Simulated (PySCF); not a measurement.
How methods differ on the ionisation energy of Cs

Cs [Xe] 6s1 (2S) → Cs⁺ [Xe] (1S), as a difference of total energies. Computed with PySCF 2.14 in def2-QZVPPD with the def2 core potential (46 electrons) (6s5p4d3f, 62 functions), with a scalar-relativistic core potential. Correlated levels: valence and next inner shell: nothing frozen outside the core potential. The calculations carry no spin-orbit coupling.

| method | ionisation energy (eV) | error (eV) |
| --- | --- | --- |
| UHF | 3.491 | -0.403 |
| LDA | 4.115 | +0.221 |
| PBE | 3.983 | +0.089 |
| PBE0 | 3.903 | +0.009 |
| r2SCAN | 3.787 | -0.107 |
| TPSSh | 3.752 | -0.142 |
| B97-3 | 3.722 | -0.172 |
| M06 | 3.695 | -0.199 |
| revPBE | 3.915 | +0.021 |
| MP2 (valence and next inner shell) | 3.836 | -0.058 |
| SCS-MP2 (valence and next inner shell) | 3.768 | -0.126 |

Reference: 3.894 eV (measured; NIST Atomic Spectra Database, ionization energies).

Errors of the correlated levels include the incompleteness of this basis.
